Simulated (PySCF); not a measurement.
# Electron correlation in N (nitrogen, neutral)

[He] 2s2 2p2 3s1, high-spin 4P determinant (an excited configuration). All numbers are calculated (PySCF 2.14, scalar relativity by spin-free X2C-1e, in aug-cc-pCVTZ-DK with one added diffuse shell each of s, p, d, f type (8s7p5d3f, 75 functions)). Frozen: 1s2; 5 electrons correlated.

| level | correlation energy (mhartree) |
| --- | --- |
| CCSD | -101.94 |
| (T) | -2.61 |
| CCSD(T) | -104.55 |

Diagnostics: T1 = 0.018, D1 = 0.0526, largest double amplitude 0.117.

Is a single reference adequate?

Mostly. T1 lies below 0.03, but a double amplitude of this size points to a near-degeneracy that CCSD handles and MP2 describes poorly.
